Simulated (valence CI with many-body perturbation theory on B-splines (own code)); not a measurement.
**Which ion has this spectrum?**

A relativistic CI+MBPT calculation for an atom or ion with 31 electrons gives these levels (eV):

| J | Parity | E | g |
| --- | --- | --- | --- |
| 1/2 | odd | 0.00 | 0.66 |
| 3/2 | odd | 84.79 | 1.33 |
| 1/2 | even | 91.68 | 2.21 |
| 3/2 | even | 164.04 | 1.66 |
| 5/2 | even | 172.02 | 1.36 |
| 3/2 | even | 183.42 | 0.97 |
| 1/2 | even | 186.02 | 1.23 |
| 3/2 | even | 238.11 | 0.83 |
| 5/2 | even | 246.99 | 1.35 |
| 5/2 | even | 263.06 | 1.28 |
| 1/2 | even | 270.81 | 1.89 |
| 3/2 | even | 274.52 | 1.19 |
| 3/2 | odd | 275.65 | 1.33 |
| 3/2 | odd | 310.50 | 0.50 |

The energies are calculated, and their last digits are not significant.

**Question.** Which is it?
A. Tm38+
B. Hf41+
C. Ta42+
D. W43+

**Answer.** B. Hf41+, ground level (4s^2 4p1/2) J=1/2.
